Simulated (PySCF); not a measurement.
# Working out the excitation energy of Cs

Cs [Xe] 6s1 (2S) → Cs [Xe] 6p1 (2P). Computed with PySCF 2.14 in def2-QZVPPD with the def2 core potential (46 electrons) (6s5p4d3f, 62 functions), with a scalar-relativistic core potential. Frozen: nothing. Energies in hartree (1 hartree = 27.21139 eV):

| part | Cs (lower) | Cs (upper) |
| --- | --- | --- |
| UHF | -19.855219 | -19.811283 |
| MP2 opposite-spin | -0.122445 | -0.118188 |
| MP2 same-spin | -0.043552 | -0.039869 |

Task: What does Hartree-Fock give?

Result: (-19.811283) − (-19.855219) = 0.043936 hartree = 1.196 eV.

Task: What do MP2 and SCS-MP2 (6/5 opposite-spin, 1/3 same-spin) give?

Result: The opposite-spin parts differ by 0.116 eV and the same-spin parts by 0.100 eV. MP2: 1.196 + (0.116) + (0.100) = 1.412 eV. SCS-MP2: 1.196 + 1.2 × (0.116) + (0.100)/3 = 1.369 eV.

Measured between the centres of the two terms (NIST): 1.432 eV, so MP2 (valence and next inner shell) is off by -0.020 eV.

What remains against the reference includes basis incompleteness and correlation beyond second order.
